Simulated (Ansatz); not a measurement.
Ti₃H⁺, relaxed as a singlet with RKS r2SCAN-D4/def2-TZVP in Ansatz, starting from the GFN1-xTB geometry. Force threshold 0.02 eV/Å.

The restricted singlet is unstable towards broken spin symmetry in Hartree–Fock (as tested in another run); at r2SCAN-D4/def2-TZVP this wasn't settled. The relaxation made no stability test and no search for a lower SCF solution. No other spin state of charge 1 was run. Another isomer (triplet) lies 2.19 eV lower at PBE0-D4/def2-TZVP; other spin states weren't run for this one.

Start:

Cartesian coordinates in Å:
```
Ti -0.0966 -1.4154 0.4177
Ti 0.0068 3.1772 -1.0366
Ti 0.9135 1.0756 0.3541
H -0.8237 -2.8374 0.2648
```

Estimate the energy that the relaxation releases and the steps that it takes.

81.1 kcal/mol, in 12 steps; 53 s on 4 threads of Intel Xeon Platinum 8175M on a shared host. No frequencies were taken in this run, so the end may be a saddle point.

Does the start keep its bonding?

Bonds formed: Ti1–Ti2 (atoms count from 1).

Predict the relaxed structure.


```xyz
4

Ti    0.108   -0.758    0.332
Ti   -0.207    1.909   -0.785
Ti    0.928    0.995    0.402
H    -0.829   -2.146    0.051
```
Bond lengths (bridged metal pairs left out): 3 × Ti–Ti 1.88 to 2.91 Å; 1 × H–Ti 1.70 Å.
